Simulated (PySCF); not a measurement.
**`ClC1=CC=C(O)C=CC1=O`, C7H5ClO2**

Cartesian coordinates in Å; atom numbers follow the order of the lines, from 1:
```xyz
15

O     3.428    2.012   -0.134
C     2.496    1.225   -0.110
C     1.124    1.748   -0.190
C    -0.100    1.166   -0.192
C    -0.460   -0.220   -0.111
O    -1.791   -0.408   -0.145
C     0.409   -1.276   -0.010
C     1.826   -1.259    0.038
C     2.726   -0.230   -0.002
Cl    4.400   -0.644    0.083
H     1.146    2.839   -0.263
H    -0.967    1.829   -0.265
H    -1.990   -1.350   -0.088
H    -0.041   -2.274    0.043
H     2.285   -2.248    0.121
```

Level of theory: PySCF, TDDFT CAM-B3LYP/aug-cc-pVDZ excited states, vertical, gas phase. Geometry: PBE0-D3(BJ)/def2-SVP.

Task: How strongly do the lowest singlets absorb one photon, and two photons of half the energy?

Result: δ for parallel linear polarisation; σ at the peak of a Lorentzian of half width 0.1 eV, single beam; Ω is circular over linear.
```tsv
state	E (eV)	f	photon λ (nm)	δ (au)	σ (GM)	Ω	main
S1	3.73	0.137	665	51.5	0.26	0.71	HOMO→LUMO 0.97
S2	4.02	0.000	617	<0.1	0.00	–	HOMO−1→LUMO+1 0.77, HOMO−1→LUMO 0.19
S3	4.28	0.130	579	200	1.34	0.36	HOMO→LUMO+1 0.86, HOMO−2→LUMO 0.11
S4	4.45	0.000	557	<0.1	0.00	–	HOMO−1→LUMO 0.79, HOMO−1→LUMO+1 0.18
S5	5.24	0.000	473	28.5	0.29	1.50	HOMO→LUMO+2 0.89
S6	5.81	0.351	427	293	3.62	0.65	HOMO−2→LUMO 0.71, HOMO−2→LUMO+1 0.17
```

Among these, the strongest one-photon state is S6, the strongest two-photon state S6, with a dipole change of 1.8 D (relaxed, norm of the difference vector).
